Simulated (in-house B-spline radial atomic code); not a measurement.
The numbers below are computed, except where a source is named.
# From levels and matrix elements to observables: the phosphorus ion P⁴⁺

One electron outside the [He] 2s2 2p6 core, from a B-spline radial code for spherical atoms: Brueckner orbitals with a screened correlation potential on Dirac-Hartree-Fock, Breit and QED terms for the lowest states, dipole elements in length form with static core polarisation. The core's own polarisability, by RPA, is 0.1057 bohr³.

| state | removal energy (cm⁻¹) | size of the reduced dipole element to 3s1/2 (a.u.) |
| --- | --- | --- |
| 3s1/2 | 524417 | - |
| 4s1/2 | 251469 | - |
| 3p1/2 | 435787 | 1.315 |
| 3p3/2 | 434990 | 1.86 |
| 4p1/2 | 220276 | 0.2127 |
| 4p3/2 | 219991 | 0.2954 |

Use R = 109737.3 cm⁻¹, 1 hartree = 219474.6 cm⁻¹, c = 137.036 and 1 a.u. of rate = 4.1341e16 s⁻¹.

Question: Find the quantum defects of the two s states and predict 5s1/2.

Answer: With n* = 5 √(R/E): 3s1/2 has n* = 2.2872, δ = 0.7128; 4s1/2 has n* = 3.3030, δ = 0.6970. Ritz's form δ = δ0 + b/n*² gives b = 0.158, δ0 = 0.6825, so with n* ≈ 5 − 0.6970, δ = 0.6911 and E = R × 5²/(5 − 0.6911)² = 147759 cm⁻¹. The program finds 147787 cm⁻¹.

Question: What are the wavelength, oscillator strength and rate of 3s1/2–3p3/2?

Answer: ΔE = 89427 cm⁻¹ = 0.40746 hartree, λ = 111.82 nm in vacuum. f = (2/3) ΔE D²/(2j + 1 of the lower state) = (2/3) × 0.40746 × 1.86²/2 = 0.4699. A = (4/3) ΔE³ D²/(c³ (2j' + 1)) = 3.0315e-08 a.u. = 1.253e+09 s⁻¹, a partial lifetime of 0.7979 ns.

Question: Estimate the static polarisability of 3s1/2.

Answer: Each p state adds (2/3) D²/(2 ΔE): 3p1/2 1.427, 3p3/2 2.83, 4p1/2 0.01088, 4p3/2 0.02097. With the core the sum is 4.395 bohr³. The program's sum over the whole spectrum, Pauli blocking of the core included, is 4.417.
